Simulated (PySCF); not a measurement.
## Worked example: dipole moment from atomic charges

hydrogen bromide (BrH), SMILES Br. Atoms are numbered in the order given.

```xyz
2

Br     0.0000     0.0000    -0.0395
H      0.0000     0.0000     1.3811
```
Charge 0, spin multiplicity 1.

Geometry optimised at PBE0-D3(BJ)/def2-TZVPD.

Charges (e) from CAM-B3LYP/def2-TZVPD (PySCF):

| atom | IAO | ESP fit |
|---|---|---|
| Br1 | -0.147 | -0.184 |
| H2 | 0.147 | 0.184 |

The dipole moment of the full density is 0.88 D.

Question: What dipole moment does each set of point charges give, and which comes closer to that of the density?

Answer: 
μ = Σ q r, and 1 e Å = 4.8032 D.
IAO: Σ q r = (0.000, 0.000, 0.209) e Å, |μ| = 1.00 D.
ESP fit: Σ q r = (0.000, 0.000, 0.261) e Å, |μ| = 1.26 D.
IAO comes closer in size. Point charges leave out the atoms' own dipoles (lone pairs, polarised bonds); fits to the potential absorb them, partitions of the density don't.
